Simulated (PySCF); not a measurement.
# One molecule, several mistakes: BC2H6O

All numbers below are calculated, not measured. The program is PySCF 2.14.0, an open-source quantum chemistry code, run on an isolated molecule that a program drew, which may never have been made. The molecule is BC2H6O (charge 0, doublet), drawn as the SMILES string `[CH2]B(C)O`.

Each row is a Hartree-Fock (HF) and frozen-core CCSD(T) single point in the cc-pVDZ basis, meant for a local HF minimum. Run 1 is clean. Each other run has one planted mistake out of seven kinds, and not every kind appears here: one electron removed, one electron added, multiplicity raised by two, geometry at a saddle point, minimal basis STO-3G, one bond length entered in bohr, all coordinates scaled. The reference is restricted for singlets and unrestricted otherwise, and also for a bond in bohr. Adding or removing an electron swaps singlet and doublet. Electrons count all cores. HOMO and LUMO are orbital energies over both spins, the gradient is its largest component, and the lowest frequency (negative if imaginary) is given only where the gradient is small. Bond lengths are over the 9 bonds as drawn. T1 is the CCSD diagnostic: over 0.02 (restricted) or 0.045 (unrestricted) a single reference is doubtful.

Geometry of the clean run:
```xyz
10
BC2H6O, angstrom
C     0.5275   -0.8211   -0.5541
B    -0.8845   -0.5266   -1.1533
C    -1.7453   -1.6608   -1.8422
O    -1.4125    0.7278   -1.0967
H     0.9783   -1.8085   -0.5786
H     1.1453   -0.0619   -0.0776
H    -2.7088   -1.2939   -2.2007
H    -1.2032   -2.0935   -2.6908
H    -1.9273   -2.4858   -1.1441
H    -0.8547    1.3636   -0.6755
```

| run | electrons | basis functions | <S^2> | HOMO (eV) | LUMO (eV) | gradient (hartree/bohr) | lowest frequency (cm^-1) | mean bond (Å) | longest bond (Å) | T1 | HF (hartree) | CCSD(T) (hartree) | mistake |
|---|---|---|---|---|---|---|---|---|---|---|---|---|---|
| 1 | 31 | 86 | 0.759 | -10.55 | 2.19 | 2.3e-05 | 51 | 1.2121 | 1.582 | 0.0133 | -178.82166 | -179.41087 | no fault |
| 2 | 31 | 26 | 0.763 | -9.22 | 6.11 | 5.3e-02 | - | 1.2121 | 1.582 | 0.0177 | -176.53868 | -176.75827 | minimal basis STO-3G |
| 3 | 31 | 86 | 0.758 | -10.53 | 2.28 | 4.9e-02 | - | 1.1636 | 1.519 | 0.0124 | -178.80511 | -179.38675 | ? |
| 4 | 31 | 86 | 3.772 | -3.39 | -1.62 | 9.7e-02 | - | 1.2121 | 1.582 | 0.0494 | -178.52097 | -179.10979 | ? |

**Which mistake was planted in run 3, and what did it cost?**

The mean and the longest bond both change by the same factor, 0.960, and the gradient is no longer small. So the mistake is: all coordinates scaled. Subtracting run 1 and multiplying by 627.51 kcal/mol a hartree, the energy moved by 10.4 kcal/mol in HF and 15.1 kcal/mol in CCSD(T).

**Which mistake was planted in run 4, and what did it cost?**

Electrons, basis and geometry are unchanged, and <S^2> is 3.772, beside S(S+1) = 3.75 for a multiplicity of 4. So the mistake is: multiplicity raised by two. Subtracting run 1 and multiplying by 627.51 kcal/mol a hartree, the energy moved by 188.7 kcal/mol in HF and 188.9 kcal/mol in CCSD(T).

Cautions from the logs. Run 4: T1 is over the limit, so its CCSD(T) energy is less reliable.
